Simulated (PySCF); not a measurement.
Isomers of C2H4Si. Isolated molecules, 0 K electronic values unless said otherwise. Strings in code marks are SMILES.

The LUMO from two functionals at the same geometries (B3LYP-D3(BJ)/def2-TZVP), both in PySCF: PBE-D3(BJ)/def2-TZVP and B3LYP-D3(BJ)/def2-TZVP. B3LYP has the VWN-RPA correlation part, as in Gaussian. 

| species | PBE-D3(BJ)/def2-TZVP (eV) | B3LYP-D3(BJ)/def2-TZVP (eV) |
|---|---|---|
| `C=C=[SiH2]` | -1.89 | -1.26 |
| `C1=C[SiH2]1` | -1.34 | -0.46 |
| `C#C[SiH3]` | -1.04 | -0.29 |

Over these rows, drawn at random from the members with no instability flagged (it was tested for open shells, ions and some series alone), PBE minus B3LYP-D3(BJ): mean -0.76 eV, from -0.88 eV to -0.64 eV.
